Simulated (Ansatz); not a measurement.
Geometry optimisation, Ansatz, RKS PBE-D4/def2-SVP.

The input (input.yaml):

```yaml
crystal:
  periodic: [false, false, false]
  atoms:
    - { symbol: B, position_ang: [-0.024187, -0.287232, 0.006479] }
    - { symbol: F, position_ang: [-0.163165, -0.614483, 1.289] }
    - { symbol: F, position_ang: [1.216663, -0.177468, -0.459222] }
    - { symbol: H, position_ang: [-0.984018, -0.219836, -0.726574] }
    - { symbol: O, position_ang: [-0.030303, 2.100719, 1.039824] }
    - { symbol: H, position_ang: [0.945185, 2.038643, 1.01229] }
    - { symbol: H, position_ang: [-0.247175, 1.456257, 1.761603] }
basis:
  gaussian: { orbitals: def2-SVP }
hamiltonian:
  xc: pbe
  dispersion: d4
relax:
  f_tol: 0.03
  max_steps: 50
```

Run as:

```bash
$ ansatz run input.yaml --threads 1 --pin off --max-ram 2048MiB --backend cpu --events-out ev --progress --plain --runs-dir out
```

Task: Where does it end, and by what steps?

Result: It converged. After 9 steps the energy has fallen by 0.257 eV; O5 moved furthest, 0.48 Å.

| step | energy less start (eV) | largest force component (eV/Å) | accepted |
| --- | --- | --- | --- |
| 0 | 0.0000 | 0.695 | yes |
| 1 | 0.0150 | 1.638 | no |
| 2 | -0.0486 | 0.539 | yes |
| 3 | -0.0913 | 0.545 | yes |
| 4 | -0.1612 | 1.097 | yes |
| 5 | -0.2079 | 1.234 | yes |
| 6 | -0.2435 | 0.406 | yes |
| 7 | -0.2538 | 0.187 | yes |
| 8 | -0.2565 | 0.070 | yes |
| 9 | -0.2573 | 0.016 | yes |

```xyz
7
Properties=species:S:1:pos:R:3
B -0.028 -0.013 0.157
F -0.228 -0.728 1.309
F 1.266 -0.009 -0.292
H -0.924 0.012 -0.668
O -0.076 1.656 0.860
H 0.859 1.929 0.742
H -0.156 1.449 1.816
```

Whether the end is a true minimum wasn't checked by a vibrational analysis.

Time of the run: 18 s on 1 thread of Arm Neoverse V1, on a shared host, peak memory 0.14 GiB.
